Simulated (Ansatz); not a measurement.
Geometry optimisation, RKS PBE-D4/def2-SVP in Ansatz 0.2.0.

Input file:

```yaml
crystal:
  periodic: [false, false, false]
  atoms:
    - { symbol: Ga, position_ang: [0.326647, 0.556261, -0.293884] }
    - { symbol: O, position_ang: [-0.375981, -0.187952, 2.498609] }
    - { symbol: H, position_ang: [-1.267938, -0.580997, 2.433722] }
    - { symbol: Cl, position_ang: [1.986638, -0.485652, -1.170857] }
    - { symbol: Cl, position_ang: [-1.683991, 0.103451, -0.905829] }
    - { symbol: O, position_ang: [0.577114, 1.966958, 0.780812] }
    - { symbol: Al, position_ang: [1.966424, 2.532269, 1.664819] }
    - { symbol: H, position_ang: [3.280295, 1.620536, 1.739396] }
    - { symbol: H, position_ang: [1.786766, 3.964804, 2.350003] }
    - { symbol: H, position_ang: [-0.532074, 0.764424, 2.265409] }
basis:
  gaussian: { orbitals: def2-SVP }
hamiltonian:
  xc: pbe
  dispersion: d4
relax:
  f_tol: 0.03
  max_steps: 50
```

Command:

```bash
$ ansatz run input.yaml --threads 4 --pin off --max-ram 5120MiB --backend cpu --events-out ev --progress --plain --runs-dir out
```

Q: Where does it end, and by what steps?

A: The forces met the threshold. The force dipped under the threshold on the way, but the program's further checks kept it going. After 26 steps the energy has fallen by 0.655 eV; H8 moved furthest, 2.13 Å. Joined: Ga1–O2 (2.97 → 2.10 Å).

```tsv
step	energy less start (eV)	largest force component (eV/Å)	accepted
0	0.0000	0.582	yes
1	-0.1224	0.934	yes
2	-0.3058	1.153	yes
3	-0.4062	0.597	yes
4	-0.4821	0.735	yes
5	-0.5232	0.480	yes
6	-0.5464	0.456	yes
7	-0.5624	0.299	yes
8	-0.5749	0.158	yes
9	-0.5864	0.087	yes
10	-0.5706	0.443	no
11	-0.5929	0.063	yes
12	-0.5985	0.085	yes
13	-0.6054	0.171	yes
14	-0.6103	0.333	yes
15	-0.6180	0.219	yes
16	-0.6337	0.102	yes
17	-0.6418	0.130	yes
18	-0.6362	0.265	no
19	-0.6472	0.056	yes
20	-0.6502	0.058	yes
21	-0.6522	0.108	yes
22	-0.6532	0.069	yes
23	-0.6544	0.040	yes
24	-0.6536	0.098	no
25	-0.6549	0.014	yes
26	-0.6553	0.011	yes
```

```xyz
10
Properties=species:S:1:pos:R:3
Ga 0.416 0.191 0.335
O -0.799 -0.427 1.930
H -1.726 -0.263 1.653
Cl 1.813 -1.388 -0.114
Cl -1.173 0.639 -1.085
O 0.923 1.531 1.451
Al 2.063 2.823 1.536
H 2.996 3.149 0.282
H 2.087 3.633 2.911
H -0.535 0.365 2.463
```

Whether the end is a true minimum wasn't checked by a vibrational analysis.

The run took 26 s on 4 threads of Intel(R) Xeon(R) 6975P-C (Granite Rapids), on a shared host, peak memory 0.23 GiB.
